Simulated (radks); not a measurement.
Excited configurations of neutral indium: one electron is placed in a higher orbital outside [Kr] 4d10 5s2. The ground configuration is [Kr] 4d10 5s2 5p1. Calculated with a radial shooting solver on a logarithmic mesh with Libxc functionals: scalar-relativistic Kohn-Sham, r2SCAN, spin-polarised, spherical densities, finite nucleus; open shells are filled with parallel spins first (spin-orbit coupling, left out, can overturn this in heavy ions); meta-GGA in the generalised Kohn-Sham scheme; Fermi nuclear charge, rms radius 4.6156 fm. Excitation = E - E(ground); binding = E(ion) - E, where the ion is the core of charge +1; n* = 1/sqrt(2 binding) in atomic units, and the quantum defect is n - n*.

outer orbital  excitation (eV)  binding (eV)     n*  quantum defect  eigenvalue (eV)  <r> (bohr)
5d                       3.920         1.568  2.946           2.054           -0.687       9.853
6p                       3.548         1.939  2.649           3.351           -1.153       10.17
6f                       5.061         0.427  5.647           0.353           -0.266       46.12
7d                       4.858         0.629  4.649           2.351           -0.387       31.37

The Delta-SCF ionisation energy is 5.487 eV (NIST Atomic Spectra Database: 5.786 eV, measured). Self-interaction in the functional shifts the binding energies and quantum defects, so they are the method's values and not measured ones. Open shells are spherical and high-spin; term and fine-structure splittings are not resolved. Spin-orbit splitting is averaged out at the scalar-relativistic level.
